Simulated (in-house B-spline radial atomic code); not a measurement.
# PBE excitations of Ga³⁺

Method: PBE. Computed with an all-electron radial atomic-structure program (B-spline basis): linear response of the closed shell [Ar] 3d10 with the functional's adiabatic kernel; scalar-relativistic (spin-free one-electron X2C), finite nucleus, no spin-orbit coupling, no double excitations, S, P, D and F terms only. Only terms of natural parity with L up to 3 were computed.

Command:
```bash
python run_td.py task.json out
```
Settings (radii: box in bohr, nucleus in fm):
```
Z                        31
electrons                28
configuration            [Ar] 3d10
hamiltonian              x2c
method                   pbe,pbe
box_radius               23.08
rms_radius               3.9973
intervals                72
```

Time taken, with all properties: 1.5 s on 1 thread of Arm Neoverse N1, on a shared host.

The lowest states, in the order of their Tamm-Dancoff energies; the method's threshold (minus the highest occupied level) is 52.48 eV. Labels give the largest channel, * marks a mixed state, and oscillator strengths are full-response dipole values. Semilocal kernels can invert the small singlet-triplet splittings of Rydberg terms. Energies in eV:

```csv
state,full response,Tamm-Dancoff,oscillator strength
3d → 4s 3D,15.472,15.494,-
3d → 4s 1D,16.113,16.122,-
3d → 4p 3P,24.692,24.716,-
3d → 4p 3F,24.831,24.846,-
3d → 4p 1F,25.189,25.191,-
3d → 4p 1P,26.090,26.165,0.508
3d → 4d 3S,36.59,36.62,-
3d → 4d 3D,?,?,-
3d → 4d 1D,37.46,37.47,-
3d → 5s 3D,37.68,37.69,-
3d → 5s 1D,37.85,37.85,-
3d → 4d 1S,39.50,39.82,-
3d → 5p 3P,40.53,40.53,-
3d → 5p 3F,40.57,40.57,-
3d → 5p 1F,?,?,-
3d → 5p 1P,40.84,40.86,0.0474
```

Q: Where does 3d → 4d 3D lie?

A: At 37.14 eV in full response, 37.15 eV in Tamm-Dancoff.

Q: Where does 3d → 5p 1F lie?

A: At 40.66 eV in full response, 40.66 eV in Tamm-Dancoff.

Q: How large is the singlet-triplet splitting of 3d → 4s (D terms) in Tamm-Dancoff?

A: 0.628 eV, from the unrounded values.

Q: What polarisabilities and dispersion coefficient does the method give?

A: Dipole 1.495 bohr³, quadrupole 3.222 bohr⁵, C6 3.357 hartree·bohr⁶ for two such species.
